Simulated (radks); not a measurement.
Q: The table gives one normalised radial function P(r) = r R(r) of Hf+ in [Xe] 4f14 5d1 6s2 (r in bohr). Calculated with a radial shooting solver on a logarithmic mesh with Libxc functionals: scalar-relativistic Kohn-Sham, PBE, spin-polarised, spherical densities, point nucleus; open shells are filled with parallel spins first (spin-orbit coupling, left out, can overturn this in heavy ions).

r,P
0.001491,0.0262
0.002352,0.0360
0.003711,0.0470
0.005854,0.0568
0.009237,0.0590
0.01457,0.0429
0.02299,-0.0018
0.03628,-0.0658
0.05724,-0.0912
0.0903,0.0000
0.1425,0.1297
0.2248,0.0227
0.3547,-0.1929
0.5596,0.0318
0.8829,0.3166
1.393,-0.0360
2.198,-0.5725
3.467,-0.5723
5.471,-0.2042
8.632,-0.0209

Which n and l does it have? It may be an empty orbital.

A: n = 6, l = 0: the number of nodes gives n - l - 1 = 5, the rise at small r (about r^(l+1), flatter next to the nucleus through relativity) gives l, and the extent must fit the shell. The curve is that of 6s down; the table hardly tells the two spins apart. 6s down: eigenvalue -11.592 eV, 5 radial nodes at r = 0.0227, 0.0903, 0.234, 0.540, 1.36 bohr, <r> = 3.14 bohr, 90 % of the charge inside 4.56 bohr.
